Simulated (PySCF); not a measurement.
Delta-SCF ions had no search for a lower state. Excitations are Tamm–Dancoff values on a coarser integration grid. The basis has no diffuse functions, so Rydberg states are missing or too high.

Cartesian coordinates (Å):
```xyz
17

C     -2.1574     2.4457    -0.1751
C     -1.2229     1.6564    -0.1143
C     -0.1147     0.7575    -0.0442
C      1.2015     1.2801    -0.0486
C      2.3128     0.4326     0.0188
C      2.1342    -0.9568     0.0922
C      0.8380    -1.4925     0.0980
C     -0.2836    -0.6544     0.0310
C     -1.6739    -1.2571     0.0388
F     -2.3607    -0.9411    -1.0838
F     -1.6314    -2.6105     0.1145
F     -2.4008    -0.8205     1.0936
H     -2.9880     3.1354    -0.2285
H      1.3313     2.3701    -0.1066
H      3.3259     0.8619     0.0135
H      3.0039    -1.6281     0.1455
H      0.6859    -2.5789     0.1553
```
Charge 0, spin multiplicity 1.

What HOMO, S1 excitation (TDA), dipole moment, vertical ionisation energy (Delta-SCF) and LUMO does PBE-D3(BJ)/def2-TZVP // PBE-D3(BJ)/def2-SVP (PySCF) give?


| Item | Value |
|---|---|
| HOMO | -6.24 eV |
| S1 excitation (TDA) | 4.43 eV |
| dipole moment | 2.67 D |
| vertical ionisation energy (Delta-SCF) | 8.80 eV |
| LUMO | -2.50 eV |
